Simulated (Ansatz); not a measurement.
Reaction (hydrogenolysis of a C–N bond): `CC(C)[NH][Al]([F])[F]` + H₂ → `CCC` + `[NH2][Al]([F])[F]`

Calculated with Ansatz (gas phase, PBE0-D4/def2-TZVP geometries, no zero-point term in ΔE). CCSD(T)/CBS adds triple-zeta CCSD(T) − MP2 to the extrapolated MP2 energy (def2 sets, frozen cores). This one scheme is used for every species. Functionals use def2-TZVPP. One conformer a species, not always the lowest.

| level | ΔE (kJ/mol) |
| --- | --- |
| PBE0-D4 | -85.4 |
| PBE0 | -94.4 |

**Question.** What does CCSD(T)/CBS give? (An estimate is asked.)

**Answer.** Computed: -85.1 kJ/mol. The listed levels differ from it by -0.3, -9.3 kJ/mol.

Largest T1 diagnostic among the species: 0.012.

From PBE to PBE0 (25 % exact exchange), in def2-TZVPP and without D4, ΔE moves by −4.0 kJ/mol. In def2-TZVPP, CCSD(T) changes the Hartree–Fock value by +28.5 kJ/mol (the triples alone add +6.2 kJ/mol) and MP2 by +30.7 kJ/mol.
